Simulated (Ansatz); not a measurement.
Reaction (redistribution): `B[Se][SiH2]C` + `[CH3][AlH][CH3]` → `[CH3][AlH][SiH2]C` + `B[Se]C`

Gas-phase electronic energies from Ansatz, PBE0-D4/def2-TZVP geometries. CBS: MP2 limit from def2 TZ/QZ plus the TZ coupled-cluster correction, frozen cores. Functionals use def2-TZVPP. B3LYP here is the variant with VWN-RPA as its local correlation; programs differ in this. For Se outer-core shells are correlated without core-valence functions, which leaves a few kJ/mol of doubt a bond. Scalar relativity is left out up to krypton. One conformer a species, not always the lowest.

`B[Se][SiH2]C`:

Cartesian coordinates in Å:
```
B 0.770 0.399 2.143
Se 1.785 0.732 0.563
Si 0.518 -0.542 -0.876
C -1.170 0.209 -1.119
H -0.185 -0.315 2.121
H 1.137 0.934 3.143
H 1.277 -0.586 -2.152
H 0.421 -1.914 -0.317
H -1.703 0.267 -0.167
H -1.089 1.217 -1.531
H -1.761 -0.401 -1.808
```

`[CH3][AlH][CH3]`:

Cartesian coordinates in Å:
```
C -0.446 -0.533 -1.581
Al 0.103 -0.658 0.290
C 0.362 0.943 1.379
H -1.362 0.059 -1.684
H -0.618 -1.505 -2.049
H 0.318 -0.011 -2.170
H 0.364 -2.083 0.956
H 0.110 1.870 0.857
H -0.238 0.898 2.295
H 1.406 1.020 1.707
```

`[CH3][AlH][SiH2]C`:

Cartesian coordinates in Å:
```
C -1.648 0.350 -1.681
Al -0.213 -0.914 -1.271
Si 1.189 -0.690 0.742
C 0.758 0.797 1.818
H -2.605 -0.175 -1.783
H -1.772 1.133 -0.931
H -1.464 0.835 -2.647
H 0.043 -2.120 -2.283
H 2.629 -0.599 0.348
H 1.083 -1.931 1.571
H -0.277 0.739 2.163
H 0.871 1.728 1.257
H 1.406 0.848 2.696
```

`B[Se]C`:

Z-matrix (Å, degrees):
```
C
Se 1 1.951
H 1 1.088 2 108.8
H 1 1.088 2 108.8 3 -119.5
H 1 1.087 2 108.9 3 120.3
B 2 1.884 1 102.6 3 -120.5
H 6 1.192 2 116.3 1 180.0
H 6 1.193 2 120.5 1 0.0
```

| level | ΔE (kJ/mol) | difference from CCSD(T)/CBS |
| --- | --- | --- |
| PBE-D4 | 90.8 | -15.7 |
| B3LYP-D4 | 101.9 | -4.6 |
| ωB97X-V | 101.7 | -4.8 |
| PBE | 88.7 | -17.8 |
| B3LYP | 98.4 | -8.1 |
| HF/def2-TZVPP | 108.1 | 1.6 |
| CCSD(T)/def2-TZVPP | 99.6 | -6.9 |
| HF/def2-QZVPP | 108.7 | 2.2 |
| SCS-MP2/def2-QZVPP | 110.6 | 4.1 |
| HF/CBS(def2) | 108.8 | 2.3 |
| CCSD(T)/CBS | 106.5 | 0 |

Largest T1 diagnostic among the species: 0.013.

From PBE to PBE0 (25 % exact exchange), in def2-TZVPP and without D4, ΔE moves by +6.7 kJ/mol. The D4 term adds +3.5 kJ/mol with B3LYP and +1.8 kJ/mol with PBE0; it sums over pairs of atoms, weighted by their polarisabilities, and B3LYP, whose exchange is more repulsive, gets the larger term.
